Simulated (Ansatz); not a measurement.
Reactions of `C=C(C)C(CC)CC`.

Program: Ansatz. Geometries: PBE0-D4/def2-TZVP. ΔE: electronic, gas phase. CCSD(T)/CBS adds triple-zeta CCSD(T) − MP2 to the extrapolated MP2 energy (def2 sets, frozen cores). This one scheme is used for every species. Functionals use def2-TZVPP. def2 core potentials past Kr. For Sn outer-core shells are correlated without core-valence functions, which leaves a few kJ/mol of doubt a bond. Each species was taken in one conformer, which may not be the lowest.

```
                                                                                  reaction  ωB97X-V (kJ/mol)  ωB97M-V (kJ/mol)  PBE0-D4 (kJ/mol)  CCSD/CBS(def2) (kJ/mol)
                                               `C=C(C)C(CC)CC` + H₂O → `CCC(O)CC` + `C=CC`                40                44                46                       49
                                                          `C=C(C)C(CC)CC` → `CC1(C)CCCCC1`               -93               -85               -92                      -84
`C=C(C)C(CC)CC` + `[CH3][Sn]([OH])([Cl])[Cl]` → `CC[O][Sn]([CH3])([Cl])[Cl]` + `C=C(C)CCC`                43                47                45                       46
                                                             `C=C(C)C(CC)CC` → `C=CCCCCCC`                21                23                22                       19
                                                   `C=C(C)C(CC)CC` → `C[C@@H]1CCCC[C@H]1C`               -83               -74               -82                      -73
```

Task: Give the CCSD(T)/CBS values in the same order. (Estimate.)

Result: The calculation gave: 53, -83, 48, 22, -72 kJ/mol.

Largest T1 diagnostic: 0.012, for `CC[O][Sn]([CH3])([Cl])[Cl]`.
